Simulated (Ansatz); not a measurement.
C₁₈H₂₂, a cluster. Total charge 0; singlet. Geometry PBE-D4/def2-SVP; atoms count from 1.

```xyz
40

C    -3.4622    1.1254    0.0245
C    -2.8009   -0.2360   -0.2019
C    -1.2568   -0.2232   -0.1101
C    -0.7536    0.1133    1.3076
C     0.7796    0.2141    1.4373
C     1.1965    0.4762    2.8945
C     1.3640    1.2571    0.4967
C     0.9589    2.6071    0.5623
C     1.5049    3.5686   -0.3005
C     2.4682    3.1974   -1.2529
C     2.8791    1.8580   -1.3318
C     2.3295    0.8997   -0.4649
C    -0.6712   -1.5307   -0.6182
C     0.0956   -1.5655   -1.7997
C     0.6311   -2.7707   -2.2817
C     0.4103   -3.9685   -1.5847
C    -0.3522   -3.9499   -0.4053
C    -0.8844   -2.7430    0.0719
H    -3.2909    1.5125    1.0498
H    -4.5597    1.0668   -0.1233
H    -3.0693    1.8838   -0.6854
H    -3.0825   -0.6177   -1.2068
H    -3.2032   -0.9787    0.5233
H    -0.8953    0.5801   -0.7899
H    -1.2092    1.0710    1.6401
H    -1.1212   -0.6559    2.0230
H     1.2037   -0.7681    1.1361
H     0.7919    1.4424    3.2626
H     2.2997    0.5160    2.9958
H     0.8171   -0.3237    3.5637
H     0.2039    2.9158    1.3034
H     1.1749    4.6171   -0.2300
H     2.8958    3.9510   -1.9322
H     3.6342    1.5552   -2.0743
H     2.6470   -0.1530   -0.5371
H     0.2799   -0.6257   -2.3445
H     1.2275   -2.7728   -3.2076
H     0.8314   -4.9148   -1.9580
H    -0.5334   -4.8845    0.1485
H    -1.4787   -2.7462    0.9998
```

Single mean-field runs in def2-TZVP are fitted with def2-universal-jkfit. Another isomer (singlet) lies 0.12 eV lower at PBE0-D4/def2-TZVP; other spin states weren't run for this one.

Estimate the Mulliken populations of the heavy atoms from the PBE0/def2-TZVP orbitals of Ansatz.


```json
{"atom": "C1", "charge (e)": "-0.39"}
{"atom": "C2", "charge (e)": "-0.16"}
{"atom": "C3", "charge (e)": "-0.01"}
{"atom": "C4", "charge (e)": "-0.33"}
{"atom": "C5", "charge (e)": "-0.01"}
{"atom": "C6", "charge (e)": "-0.36"}
{"atom": "C7", "charge (e)": "0.20"}
{"atom": "C8", "charge (e)": "-0.25"}
{"atom": "C9", "charge (e)": "-0.11"}
{"atom": "C10", "charge (e)": "-0.13"}
{"atom": "C11", "charge (e)": "-0.12"}
{"atom": "C12", "charge (e)": "-0.23"}
{"atom": "C13", "charge (e)": "0.21"}
{"atom": "C14", "charge (e)": "-0.23"}
{"atom": "C15", "charge (e)": "-0.12"}
{"atom": "C16", "charge (e)": "-0.12"}
{"atom": "C17", "charge (e)": "-0.12"}
{"atom": "C18", "charge (e)": "-0.25"}
```
Mulliken values depend strongly on the basis.

And the Mayer bond orders between heavy atoms (over 0.3)?

C1–C2 0.99 (1.53 Å); C2–C3 0.99 (1.55 Å); C3–C4 0.97 (1.54 Å); C3–C13 0.88 (1.52 Å); C4–C5 0.98 (1.54 Å); C5–C6 0.98 (1.54 Å); C5–C7 0.91 (1.52 Å); C7–C8 1.33 (1.41 Å); C7–C12 1.38 (1.41 Å); C8–C9 1.46 (1.40 Å); C9–C10 1.41 (1.40 Å); C10–C11 1.42 (1.40 Å); C11–C12 1.43 (1.40 Å); C13–C14 1.37 (1.41 Å); C13–C18 1.33 (1.41 Å); C14–C15 1.43 (1.40 Å); C15–C16 1.42 (1.40 Å); C16–C17 1.41 (1.40 Å); C17–C18 1.46 (1.40 Å).
